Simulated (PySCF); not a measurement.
C4H7Cl, SMILES C[C@@H]1C[C@H]1Cl. Geometry: B3LYP-D3(BJ)/def2-SVP.

Level of theory: PySCF with B3LYP-D3(BJ)/def2-SVP.

Harmonic wavenumbers (cm⁻¹): 194, 214, 270, 353, 420, 671, 800, 856, 904, 943, 1024, 1057, 1082, 1092, 1126, 1185, 1228, 1273, 1384, 1413, 1462, 1463, 1483, 3024, 3103, 3106, 3121, 3150, 3175, 3220. Rotational constants (GHz): 9.732, 2.193, 1.964; symmetry number 1.

**Question.** Work out the zero-point energy and the ideal-gas rigid-rotor harmonic-oscillator thermochemistry at 298.15 K and 1 atm.

**Answer.** ZPE = ½ Σ hcν = ½ × 43795 cm⁻¹ = 261.95 kJ/mol. H − E(el) = 279.22 kJ/mol. Entropy in J/(mol K): translation 164.94, rotation 110.63, vibration 39.10, total 314.68. G − E(el) = 185.39 kJ/mol. Cp = 91.71 J/(mol K).
